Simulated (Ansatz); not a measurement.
```xyz
5

C    -0.0126   -0.3799   -0.0539
O    -0.0030   -0.3736    1.0519
O    -0.0154    0.6585   -0.9479
H    -0.0200   -1.2939   -0.6847
H    -0.0399    1.4150   -0.3451
```

Basis set: STO-3G (spherical functions). Left uncorrelated: 3 orbitals. Charge 0, multiplicity 1.

Computed with Ansatz (development build ahead of 0.2.0); each method stands on the lowest determinant of its kind that the runs found. Restricted open shells among the atoms or ions are ROHF, correlated in semicanonical orbitals with singles.

Question: Give the atomization energy at this shape (free ground-state atoms in the same class of orbitals less the molecule, no zero-point energy) of singlet CH2O2 by RHF-MP2, RHF.

Answer:

```csv
method,atomization energy
RHF-MP2,15.75 eV
RHF,12.09 eV
```

Caution: no unrestricted run beside it, a lower state can exist; the shape is not the minimum.

This basis has no polarisation functions and is too small for such energies, which can lie far from measured ones in either direction.
